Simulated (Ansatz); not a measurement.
Relaxation of CH7AlSiTe (11 atoms, charge 0, multiplicity 1), to a largest force component of 0.015 eV/Å in at most 40 steps.

Theory: Ansatz 0.2.0, RKS revPBE-D4/def2-mTZVP.

```xyz
11
Properties=species:S:1:pos:R:3
C -0.966 2.007 0.837
Te 1.030 1.612 1.278
Al 0.592 -0.911 0.767
Si 0.840 -1.692 -1.441
H -1.192 3.133 0.926
H -1.236 1.770 -0.222
H -1.650 1.494 1.522
H 0.266 -1.892 1.957
H 2.240 -1.329 -1.826
H 0.603 -3.062 -1.537
H -0.076 -0.879 -2.305
```

Where does it end, and by what steps?

The forces met the threshold. The force dipped under the threshold on the way, but the program's further checks kept it going. After 26 steps the energy has fallen by 0.793 eV; Te2 moved furthest, 1.61 Å.

```
step  energy less start (eV)  largest force component (eV/Å)  accepted
   0                  0.0000                           2.254       yes
   1                 -0.3458                           0.862       yes
   2                 -0.3861                           0.263       yes
   3                 -0.3971                           0.111       yes
   4                 -0.4300                           0.095       yes
   5                 -0.4653                           0.196       yes
   6                 -0.5214                           0.364       yes
   7                 -0.5823                           0.368       yes
   8                 -0.6485                           0.317       yes
   9                 -0.6963                           0.365       yes
  10                 -0.7532                           0.240       yes
  11                 -0.7788                           0.349       yes
  12                 -0.7807                           0.324       yes
  13                 -0.7895                           0.162       yes
  14                 -0.7867                           0.236        no
  15                 -0.7917                           0.023       yes
  16                 -0.7919                           0.011       yes
  17                 -0.7921                           0.024       yes
  18                 -0.7923                           0.027       yes
  19                 -0.7925                           0.037       yes
  20                 -0.7927                           0.052       yes
  21                 -0.7929                           0.062       yes
  22                 -0.7931                           0.053       yes
  23                 -0.7932                           0.036       yes
  24                 -0.7933                           0.018       yes
  25                 -0.7934                           0.009       yes
  26                 -0.7934                           0.006       yes
```

```xyz
11
Properties=species:S:1:pos:R:3
C -1.029 1.942 0.540
Te -0.074 1.000 2.277
Al 0.926 -1.025 1.114
Si 0.649 -1.410 -1.305
H -0.602 2.943 0.422
H -0.842 1.340 -0.353
H -2.104 2.004 0.739
H 1.741 -2.011 2.080
H 1.982 -1.436 -2.002
H -0.011 -2.737 -1.568
H -0.184 -0.361 -1.988
```

Time of the run: 4.8 min on 2 threads of Intel(R) Xeon(R) Processor @ 2.50GHz (Skylake/Cascade Lake), on a shared host, peak memory 0.18 GiB.
